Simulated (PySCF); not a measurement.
PySCF input (BP86/6-31G* (5d)):

```python
from pyscf import gto, dft

mol = gto.M(
    atom='''
    F     2.08191400    0.10832400    0.08736000
    C     0.74397200   -0.14225100    0.12532100
    N     0.25676000   -1.19755000    0.64047200
    C    -1.16938800   -1.24966300    0.56914000
    C    -1.64417600   -0.13312000   -0.04425400
    S    -0.34102200    1.02492400   -0.55651800
    H    -2.66064400    0.15934900   -0.26649900
    ''',
    basis='6-31g*',
    charge=-1,
    spin=0,
    verbose=4,
)

mf = dft.RKS(mol, xc='bp86')
mf.grids.level = 3
mf.conv_tol = 1e-9
mf.max_cycle = 100
mf.max_memory = 1500
mf.kernel()
if not mf.converged:
    mf = mf.newton()
    mf.kernel(mf.make_rdm1())
mf.dip_moment()
```

Output:

```
PySCF version 2.14.0

[INPUT] verbose = 4
[INPUT] num. atoms = 7
[INPUT] num. electrons = 52
[INPUT] charge = -1
[INPUT] spin (= nelec alpha-beta = 2S) = 0
[INPUT] symmetry False subgroup None
[INPUT] Mole.unit = angstrom
[INPUT] Symbol           X                Y                Z      unit          X                Y                Z       unit  Magmom
[INPUT]  1 F      2.081914000000   0.108324000000   0.087360000000 AA    3.934247274898   0.204702692717   0.165086474242 Bohr   0.0
[INPUT]  2 C      0.743972000000  -0.142251000000   0.125321000000 AA    1.405903324345  -0.268815430946   0.236822367657 Bohr   0.0
[INPUT]  3 N      0.256760000000  -1.197550000000   0.640472000000 AA    0.485206079743  -2.263041520473   1.210316670452 Bohr   0.0
[INPUT]  4 C     -1.169388000000  -1.249663000000   0.569140000000 AA   -2.209823053353  -2.361520818002   1.075518726535 Bohr   0.0
[INPUT]  5 C     -1.644176000000  -0.133120000000  -0.044254000000 AA   -3.107042340583  -0.251560341702  -0.083627939917 Bohr   0.0
[INPUT]  6 S     -0.341022000000   1.024924000000  -0.556518000000 AA   -0.644438182451   1.936825658494  -1.051666603391 Bohr   0.0
[INPUT]  7 H     -2.660644000000   0.159349000000  -0.266499000000 AA   -5.027888474967   0.301125968223  -0.503610122470 Bohr   0.0

nuclear repulsion = 262.76671393158
number of shells = 40
number of NR pGTOs = 190
number of NR cGTOs = 90
basis = 6-31g*
ecp = {}

******** <class 'pyscf.dft.rks.RKS'> ********
method = RKS
initial guess = minao
damping factor = 0
level_shift factor = 0
DIIS = <class 'pyscf.scf.diis.CDIIS'>
diis_start_cycle = 1
diis_space = 8
diis_damp = 0
SCF conv_tol = 1e-09
SCF conv_tol_grad = None
SCF max_cycles = 100
direct_scf = True
direct_scf_tol = 1e-13
XC library pyscf.dft.libxc version 7.1.2
    S. Lehtola, C. Steigemann, M. J. T. Oliveira, and M. A. L. Marques,  SoftwareX 7, 1–5 (2018)
XC functionals = bp86
    A. D. Becke,  Phys. Rev. A 38, 3098 (1988)
    J. P. Perdew,  Phys. Rev. B 33, 8822 (1986)
    J. P. Perdew,  Phys. Rev. B 34, 7406–7406 (1986)
radial grids:
    Treutler-Ahlrichs [JCP 102, 346 (1995); DOI:10.1063/1.469408] (M4) radial grids

becke partition: Becke, JCP 88, 2547 (1988); DOI:10.1063/1.454033
pruning grids: <function nwchem_prune>
grids dens level: 3
symmetrized grids: False
atomic radii adjust function: <function treutler_atomic_radii_adjust>
small_rho_cutoff = 0
Set gradient conv threshold to 3.16228e-05
Initial guess from minao.
tot grids = 99208
init E= -668.476668317238
  HOMO = -0.246882727198936  LUMO = -0.0840283611683437  gap/eV = 4.43149
cycle= 1 E= -667.499653680202  delta_E= 0.977  |g|= 0.782  |ddm|= 3.29
  HOMO = 0.142404552178091  LUMO = 0.220774582644209  gap/eV = 2.13256
cycle= 2 E= -665.485969236424  delta_E= 2.01  |g|= 2.52  |ddm|= 6.47
  HOMO = 0.0580835253323815  LUMO = 0.196861139292237  gap/eV = 3.77633
cycle= 3 E= -667.571357673959  delta_E= -2.09  |g|= 0.581  |ddm|= 6.27
  HOMO = 0.0715541456446656  LUMO = 0.17349760628032  gap/eV = 2.77402
cycle= 4 E= -667.64645036659  delta_E= -0.0751  |g|= 0.232  |ddm|= 0.979
  HOMO = 0.0562397213931614  LUMO = 0.153700744705377  gap/eV = 2.65205
cycle= 5 E= -667.651543490746  delta_E= -0.00509  |g|= 0.176  |ddm|= 0.446
  HOMO = 0.058086100570629  LUMO = 0.161433034416991  gap/eV = 2.81221
cycle= 6 E= -667.660217097195  delta_E= -0.00867  |g|= 0.0439  |ddm|= 0.249
  HOMO = 0.0600895267338002  LUMO = 0.163448023922793  gap/eV = 2.81253
cycle= 7 E= -667.660714479568  delta_E= -0.000497  |g|= 0.00895  |ddm|= 0.0617
  HOMO = 0.0602006597438312  LUMO = 0.163086245304886  gap/eV = 2.79966
cycle= 8 E= -667.660728057616  delta_E= -1.36e-05  |g|= 0.00457  |ddm|= 0.0134
  HOMO = 0.0597712345854671  LUMO = 0.163075293485794  gap/eV = 2.81105
cycle= 9 E= -667.660733234104  delta_E= -5.18e-06  |g|= 0.00117  |ddm|= 0.00653
  HOMO = 0.059801562502654  LUMO = 0.163057350277874  gap/eV = 2.80973
cycle= 10 E= -667.660733540912  delta_E= -3.07e-07  |g|= 0.000168  |ddm|= 0.00142
  HOMO = 0.0598028856852251  LUMO = 0.163058042168051  gap/eV = 2.80972
cycle= 11 E= -667.660733546668  delta_E= -5.76e-09  |g|= 6.87e-05  |ddm|= 0.000306
  HOMO = 0.0598067614214819  LUMO = 0.163061892997453  gap/eV = 2.80972
cycle= 12 E= -667.660733548171  delta_E= -1.5e-09  |g|= 1.9e-05  |ddm|= 0.000135
  HOMO = 0.0598079010325594  LUMO = 0.163062105182414  gap/eV = 2.80969
cycle= 13 E= -667.660733548251  delta_E= -7.98e-11  |g|= 7.24e-06  |ddm|= 2.27e-05
  HOMO = 0.0598063174449037  LUMO = 0.163061245311695  gap/eV = 2.80971
Extra cycle  E= -667.660733548212  delta_E= 3.92e-11  |g|= 1.36e-05  |ddm|= 2.19e-05
converged SCF energy = -667.660733548212

WARN: System has nonzero charge -1; the dipole moment is origin-dependent.
Location of origin: [0. 0. 0.]

Dipole moment(X, Y, Z, Debye):  1.99580,  3.17376, -1.51266
```

The dipole moment of an ion depends on the origin.

The geometry given is a B3LYP-D3(BJ)/def2-TZVP minimum.
